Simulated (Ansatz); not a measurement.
Input for Ansatz (a program for electronic structure):
Ansatz 0.2 input:
```yaml
crystal:
  periodic: [false, false, false]
  atoms:
    - {symbol: Sb, position_ang: [0.00000000, 0.00000000, 0.00000000]}
basis:
  gaussian:
    orbitals: def2-TZVP
hamiltonian:
  xc: cam_b3lyp
total_charge: 1
magnetization: {spin_polarized: true, initial_magnetization: 2}
```

**Question.** Estimate the total energy that CAM-B3LYP/def2-TZVP (Ansatz) returns for this input.

**Answer.** -239.873014 Ha

**Question.** What is the computed <S^2> (CAM-B3LYP/def2-TZVP)?

**Answer.** 2.002

**Question.** Estimate the number of basis functions that CAM-B3LYP/def2-TZVP returns for this input.

**Answer.** 50
